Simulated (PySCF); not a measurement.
## [C5H3FO]+: g tensor and hyperfine couplings

Species: C5H3FO (charge +1 and doublet state).
Geometry (GFN2-xTB, Å), atoms numbered from 1 in this order:
```
atom  x, y, z in Å
C1     2.671    0.555   -0.102
C2     1.594    0.019   -0.032
C3     0.340   -0.654    0.067
O4     0.098   -1.769    0.386
C5    -0.729    0.342   -0.321
C6    -1.993   -0.080   -0.300
F7    -2.359   -1.280    0.028
H8     3.654    0.953   -0.141
H9    -0.441    1.342   -0.595
H10   -2.827    0.577   -0.570
```

The hyperfine couplings belong to this conformer and change with its torsions.

Identity: `[CH+]=[C]C(=O)/C=C\F` [radical] (charge +1).

Computed with PySCF 2.14.0, UKS B3LYP, pcH-1 on C F H O, non-relativistic, mean-field spin-orbit, GIAO. One conformer (not necessarily the lowest) at the GFN2-xTB geometry, without solvent, vibrations or thermal averaging. The geometry wasn't refined by DFT: couplings that depend on bond lengths, twists or pyramidal angles can differ widely from those at the functional's own minimum, by a factor of two or more for some ions and for spin on atoms past the first row. Stability of the SCF solution: not tested.

```
g1, g2, g3   : 2.00209, 2.00214, 2.02148
g_iso        : 2.00857
Form of g    : close to axial: the two nearest values differ by under 1 % of g3 − g1
⟨S²⟩         : 0.7568 (exact 0.7500)
Total energy : -366.92342 Eh
```

Hyperfine couplings atom by atom, in MHz; T1 to T3 are the principal values of the dipolar part:

| atom | isotope | a_iso | T1 | T2 | T3 | Mulliken spin population |
| --- | --- | --- | --- | --- | --- | --- |
| C1 | 13C | 6.2 | -15.6 | -13.3 | 28.9 | 0.16 |
| C2 | 13C | -2.1 | -13.3 | -9.1 | 22.4 | 0.11 |
| C3 | 13C | -13.5 | -1.0 | -0.7 | 1.7 | -0.04 |
| O4 | 17O | 2.0 | -3.4 | -1.8 | 5.3 | -0.02 |
| C5 | 13C | 27.0 | -39.2 | -36.4 | 75.6 | 0.46 |
| C6 | 13C | 4.9 | -27.6 | -22.9 | 50.4 | 0.25 |
| F7 | 19F | 94.5 | -241.2 | -240.2 | 481.4 | 0.11 |
| H8 | 1H | -13.6 | -7.1 | -2.1 | 9.2 | -0.01 |
| H9 | 1H | -32.1 | -16.8 | -4.7 | 21.5 | -0.02 |
| H10 | 1H | -22.2 | -12.1 | -5.0 | 17.1 | -0.01 |

Largest spin populations (Mulliken): C5 (+0.46), C6 (+0.25), C1 (+0.16) and F7 (+0.11). Three atoms exceed +0.15.

C2, the radical centre as drawn in `[CH+]=[C]C(=O)/C=C\F`, holds a spin population of +0.11 out of 1.

Axes: g3 points within 2° of the C1–H8 bond.

Under fast tumbling the dipolar parts average out, and these isotropic splittings remain: 1 × 19F (F7, I = 1/2, 2 lines) with 3.36 mT, 1 × 1H (H9, I = 1/2, 2 lines) with 1.14 mT, 1 × 1H (H10, I = 1/2, 2 lines) with 0.79 mT and 1 × 1H (H8, I = 1/2, 2 lines) with 0.49 mT.

The 13C coupling of C5 (27.0 MHz) shows only in satellite lines or after enrichment, since that isotope makes up about 1.07 % of natural carbon.

The spin density at the nucleus, in bohr⁻³, is negative for C3 (-0.0120), H9 (-0.0072) and H10 (-0.0050), for instance. A restricted open-shell determinant has no negative spin density anywhere; here it arises because α and β orbitals differ (spin polarisation).
